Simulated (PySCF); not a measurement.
## Correlation energy of As⁺ (arsenic, charge +1)

[Ar] 3d10 4s2 4p2, high-spin 3P determinant. Computed with PySCF 2.14 in pcseg-2 (6s5p3d1f, 43 functions), with the non-relativistic Hamiltonian (point nucleus). Frozen: [Ar] 3d10; 4 electrons correlated.

MP2 pair energies summed by pair of shells (mhartree):

```tsv
pair	energy	share (%)
4s-4p	-33.10	61.9
4s-4s	-15.19	28.4
4p-4p	-5.22	9.8
```

Total MP2 correlation energy: -53.52 mhartree.

Same-spin part -8.84 and opposite-spin part -44.67 mhartree; SCS-MP2 scales them by 1/3 and 6/5 to -56.56 mhartree.

```tsv
level	correlation energy (mhartree)
CCSD	-69.17
(T)	-1.64
CCSD(T)	-70.81
```

Diagnostics: T1 = 0.0075, D1 = 0.0202, largest double amplitude 0.095.

Question: Is a single reference adequate?

Answer: Mostly. T1 lies below 0.03, but a double amplitude of this size points to a near-degeneracy that CCSD handles and MP2 describes poorly.
